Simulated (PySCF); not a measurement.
## From computed data to an observable: refractive index and permittivity of the vapour

C₃H₆BNO, SMILES C=C1CNB1O.

Geometry: r2SCAN-D4/def2-SVP. The structure was generated by enumeration, and PubChem lists no compound with its InChIKey, so it may never have been made. One conformer was computed; it need not be the lowest.

PySCF with PBE/def2-TZVP gives a mean static polarisability of 62.3 bohr³ and a dipole moment of 2.45 D. Take an ideal gas at 298.15 K and 0.1 bar, whether or not the substance is that volatile.

Problem. Work out n − 1 in the optical limit and the static ε − 1.

Solution. 
Polarisability volume α' = 62.3 × 0.148185 = 9.23 Å³. Number density N = p/kT = 2.43e-6 Å⁻³.
Dilute limit of Lorentz–Lorenz: n − 1 = 2π N α' = 0.00014.
Orientation term of Debye: μ²/(3kT) = 8.098 Å³ × μ²(D²) = 48.61 Å³.
ε − 1 = 4π N (α' + μ²/3kT) = 0.0018. Orientation of the dipole supplies 84 % of the static response; it can't follow optical fields. Vibrational polarisation and dispersion are left out.
